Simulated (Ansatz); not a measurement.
```yaml
atoms:
  - { symbol: O, position_ang: [-0.0173, -0.0309, -0.1549] }
  - { symbol: H, position_ang: [-0.0443, 0.7473, 0.5008] }
  - { symbol: H, position_ang: [0.0490, -0.7606, 0.4864] }
```

Basis set: aug-cc-pVDZ (spherical functions). Frozen core: 1 orbital. Charge 0, multiplicity 1.

Computed with Ansatz (development build ahead of 0.2.0); each method stands on the lowest determinant of its kind that the runs found. Restricted open shells among the atoms or ions are ROHF, correlated in semicanonical orbitals with singles.

The atomization energy at this shape (free ground-state atoms in the same class of orbitals less the molecule, no zero-point energy) of singlet H2O:

```json
{"method": "RHF-MP2", "atomization energy": "221.39 kcal/mol"}
```

**Question.** What does RHF give?

**Answer.** 153.94 kcal/mol.
